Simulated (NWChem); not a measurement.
# CH4BCl; SMILES B(Cl)C

All runs: NWChem. Coordinates come from a PBE0/def2-SVP optimisation. Ions are spin-unrestricted doublets at the neutral geometry; other ion states weren't tried. Functional: LC-ωPBE (HJS hole) with def2-SVP; rows give the range parameter ω in 1/bohr.

```
range parameter (1/bohr)  vertical ionisation energy, ΔSCF (eV)  −ε(HOMO) (eV)  ΔSCF minus −ε(HOMO) (eV)
------------------------  -------------------------------------  -------------  ------------------------
0.15                                                      10.61           9.00                      1.61
0.25                                                      10.86          10.07                      0.79
0.35                                                      11.12          10.84                      0.28
0.60                                                      11.50          11.93                     -0.43
0.80                                                      11.60          12.32                     -0.72
```
